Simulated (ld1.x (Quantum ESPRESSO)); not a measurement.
# Cr, PAW: configuration errors across variants

ld1.x (Quantum ESPRESSO) 7.5 input, shortened:

```
&input
   title='Cr', zed=24., rel=0, dft='PZ', iswitch=3,
   config='[Ar] 3d6 4s0 4p0'
 /
 &inputp
   pseudotype=3, lpaw=.true., tm=.true., lloc=-1, rcloc=1.25,
   nlcc=.false.,
   which_augfun='BESSEL', rmatch_augfun=1.35
 /
6
3S  1  0   2.00   0.00  1.20  1.45  0.0
4S  2  0   0.00   0.00  1.20  1.45  0.0
3P  2  1   6.00   0.00  1.35  1.45  0.0
4P  3  1   0.00   0.00  1.35  1.45  0.0
3D  3  2   6.00   0.00  1.30  1.80  0.0
3D  3  2   0.00   2.70  1.30  1.80  0.0
 &test
   configts(1)='3s2 3p6 3d6 4s0 4p0'
 /
```

All-electron excitation energies from the reference (eV): (1) 3s2 3p6 3d5 4s1 4p0 -1.577; (2) 3s2 3p6 3d5 4s0 4p0 5.438; (3) 3s2 3p6 3d4 4s0 4p0 21.881.

The default core radius of the base comes out at 0.45 bohr.

The overlap operator is not positive definite (basis up to 400 Ry) in “base”, “wave 3d channel at 2.7 Ry: rcut 1.30, rcutus 1.80 bohr becomes 3d channel at 0.42 Ry: rcut 1.30, rcutus 1.80 bohr”, “waves 3d (bound): rcut 1.22, rcutus 1.30 bohr; 3d channel at 2.7 Ry: rcut 1.22, rcutus 1.30 bohr”, “augmentation BESSEL, radius 1.30 bohr”, “all radii but the core radius scaled by about 1.32 (s 1.92, p 1.92, d 2.38 bohr, rcut 1.58/1.78/1.72); local potential all-electron potential smoothed inside 1.66 bohr (lloc = -1); augmentation BESSEL, radius 1.78 bohr”, “waves 3p (bound): rcut 1.35, rcutus 1.72 bohr; 4p (bound): rcut 1.35, rcutus 1.72 bohr”, “core correction a·sin(br)/r model core inside 1.16 bohr”. Such files are unfit for use, however small their errors in these radial tests.

4 further variants failed, have other tests or another functional or relativity, and are left out.

Errors AE − PS in meV (a dash: test not solved or not reliable):

| change | (1) | (2) | (3) | bound ghosts |
| --- | --- | --- | --- | --- |
| base | -26 | +1.0 | -5.8 | not determined (overlap not positive) |
| wave 3d channel at 2.7 Ry: rcut 1.30, rcutus 1.80 bohr becomes 3d channel at 0.42 Ry: rcut 1.30, rcutus 1.80 bohr | -19 | 0.0 | -2.3 | not determined (overlap not positive) |
| waves 3d (bound): rcut 1.22, rcutus 1.30 bohr; 3d channel at 2.7 Ry: rcut 1.22, rcutus 1.30 bohr | -44 | -0.3 | -42 | not determined (overlap not positive) |
| augmentation BESSEL, radius 1.30 bohr | -18 | +1.0 | -0.2 | not determined (overlap not positive) |
| all radii but the core radius scaled by about 1.32 (s 1.92, p 1.92, d 2.38 bohr, rcut 1.58/1.78/1.72); local potential all-electron potential smoothed inside 1.66 bohr (lloc = -1); augmentation BESSEL, radius 1.78 bohr | – | – | – | not determined (overlap not positive) |
| waves 3p (bound): rcut 1.35, rcutus 1.72 bohr; 4p (bound): rcut 1.35, rcutus 1.72 bohr | -19 | -0.2 | -60 | not determined (overlap not positive) |
| core correction a·sin(br)/r model core inside 1.16 bohr | -26 | +1.0 | -5.8 | not determined (overlap not positive) |

(1) Give the same row for: local potential all-electron potential smoothed inside 1.65 bohr (lloc = -1).

Results:

(1) -1.2, -1.9, -4.6; bound ghosts: not determined (overlap not positive). Its overlap operator is not positive definite in a basis up to 400 Ry (lowest eigenvalue s -5.01), so the file is unfit for use: the generalised eigenproblem breaks down once the basis is large enough, and its test numbers describe a broken file.
